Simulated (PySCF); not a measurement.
C2H9ClOSi2, SMILES Cl[Si@@H]([C@@H](O)[SiH3])C.

Geometry optimised at B3LYP-D3(BJ)/def2-SVP. The structure was generated by enumeration; whether it is a known compound was not checked. The values are those of a single conformer.

Method: PBE/def2-TZVP in PySCF.

Isolated molecule, no solvent.

```yaml
total_energy: -1195.49133 hartree
highest_occupied_level: -6.24 eV
lowest_empty_level: -0.69 eV
orbital_gap: 5.54 eV
dipole_moment: 2.83 D
quadrupole, principal values (traceless, Buckingham form, about the centre of nuclear charge): -5.41, -0.32, 5.73 D·Å
mean_static_polarisability: 95.7 bohr³ (14.19 Å³)
polarisability_principal_values: 90.4, 93.1, 103.7 bohr³
```
